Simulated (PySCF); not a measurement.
## How methods differ on the excitation energy of Fe

Fe [Ar] 3d6 4s2 (5D) → Fe [Ar] 3d5 4s2 4p1 (7P), as a difference of total energies. All numbers are calculated (PySCF 2.14, the non-relativistic Hamiltonian (point nucleus), in dyall-av2z). The calculations carry no spin-orbit coupling.

Question: Order these methods by the excitation energy they give, lowest first.
A. PBE
B. PBE0
C. revPBE
D. r2SCAN0

Answer: D (5.240 eV), B (5.570 eV), C (6.063 eV), A (6.114 eV).

These non-relativistic numbers lack the scalar-relativistic shift.

For comparison: 4.942 eV (measured; NIST levels, between the centres of gravity of the two terms).
